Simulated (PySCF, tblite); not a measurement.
C7H9BClF.
Cartesian coordinates in Å at the GFN2-xTB level; atoms count from 1:
```
atom  x, y, z in Å
C1    -2.452   -1.190   -0.063
C2    -1.310   -0.498   -0.090
C3    -0.039   -1.152   -0.309
C4     1.159   -0.529   -0.278
B5     2.475   -1.304   -0.533
F6     3.626   -0.665   -0.436
C7     1.219    0.951    0.014
C8     0.002    1.396    0.807
Cl9    0.037    3.175    1.033
C10   -1.277    0.997    0.087
H11   -2.467   -2.256   -0.207
H12   -3.402   -0.712    0.100
H13   -0.076   -2.214   -0.506
H14    2.528   -2.445   -0.805
H15    1.258    1.498   -0.934
H16    2.137    1.183    0.558
H17    0.021    0.964    1.812
H18   -2.154    1.336    0.640
H19   -1.295    1.475   -0.897
```

Jobs on this species (19 atoms, 82 electrons) with PySCF (density fitting) and tblite. Hardware of each: one thread, Arm Neoverse N1 (aarch64), no GPU, on a shared host. Times come from a shared host and carry two figures at best.

| level and settings | work | basis functions | SCF cycles | wall time |
| --- | --- | --- | --- | --- |
| PBE0/pcSseg-1 | shieldings, ring-centre shieldings, charges and field gradients, density and orbital grids written | 222 | ? | ? |
| GFN2-xTB | Hessian by finite differences | – | – | 1.5 s |
| GFN2-xTB | L-BFGS relaxation | – | – | 1.5 s |

Question: Fill in the missing figures.

Answer: 
- PBE0/pcSseg-1; shieldings, ring-centre shieldings, charges and field gradients, density and orbital grids written: 1.7 min, 14 SCF cycles

Question: What do all jobs in the table cost together?

Answer: About 1.8 min; the longest takes about 97 % of that, and about 68 times as long as the shortest.
